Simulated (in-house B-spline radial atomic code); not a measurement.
Settings and results of a run for Zr VIII (Zr7+) (an excited or competing configuration). Level of theory: scalar-relativistic (X2C) RPBE, spin-polarised, spherical fractional occupations, Fermi nucleus of rms radius 4.2694 fm; calculated with a B-spline radial code for spherical atoms.

Command:
```bash
python run_scf.py task.json out
```
Settings (nuclear radius in fm, mass in u):
```
Z                40
configuration    [Ne] 3s2 3p5 3d10 4s2 4p4
hamiltonian      x2c
method           rpbe,pbe
spin_polarised   True
nucleus          fermi
rms_radius       4.2694
atomic_mass      89.9047
speed_of_light   137.035999084
```

Output (hartree, bohr):
```
 radial grid: 66 intervals, B-splines of order 8, outer radius 13.5065 bohr

 iter        energy (Eh)    residual
    1       -3563.071522    7.62e-01
    2       -3569.944706    5.49e-01
    3       -3573.218822    1.09e-01
    4       -3573.384343    2.42e-02
    5       -3573.389580    1.34e-02
    6       -3573.392027    6.29e-04
    7       -3573.392031    5.84e-05
    8       -3573.392031    1.37e-06
    9       -3573.392031    7.51e-08

 total energy                     -3573.39203
 kinetic                            3693.4358
 electron-nucleus                  -8479.4372
 Hartree                            1323.1042
 exchange-correlation               -110.4948

 orbital      occ     eigenvalue          <r>       <r^2>       <1/r>       r_max
 1s up      1.000      -659.3072    0.0365866  0.00181628     42.5047     0.02358
 1s down    1.000      -659.2548    0.0365843  0.00181607     42.5071     0.02358
 2s up      1.000       -95.5286      0.16212   0.0310479     9.47952      0.1368
 2s down    1.000       -95.4979     0.162105   0.0310388     9.47876      0.1368
 2p up      3.000       -85.7585     0.141403   0.0244553     9.04384      0.1092
 2p down    3.000       -85.7051     0.141419   0.0244581     9.04202      0.1092
 3s up      1.000       -19.4335     0.453721    0.235892     3.21892      0.4063
 3s down    1.000       -19.3336     0.453978    0.236125     3.21572      0.4065
 3p up      3.000       -16.2319     0.455775    0.241733     3.02887      0.3997
 3p down    2.000       -16.1300     0.456052    0.241984     3.02645         0.4
 3d up      5.000       -10.9864     0.441181    0.233813     2.79214      0.3437
 3d down    5.000       -10.8950      0.44099     0.23356     2.79339      0.3435
 4s up      1.000        -5.6992      1.10601     1.37401     1.24218       1.024
 4s down    1.000        -5.5701      1.10877     1.38284      1.2414       1.023
 4p up      3.000        -4.7687      1.18667     1.59028     1.13501        1.09
 4p down    1.000        -4.6430      1.19344     1.61112     1.13048        1.09
```

Time taken, with all properties: 0.19 s on 1 thread of Arm Neoverse N1, with other jobs on the host.

One-electron X2C: radii and densities carry no picture-change correction, so inner-shell <1/r> comes out high (for 1s by about 2 % at Z = 33, 5 % at 54, 10 % at 75, 30 % at 118) and <r> low.
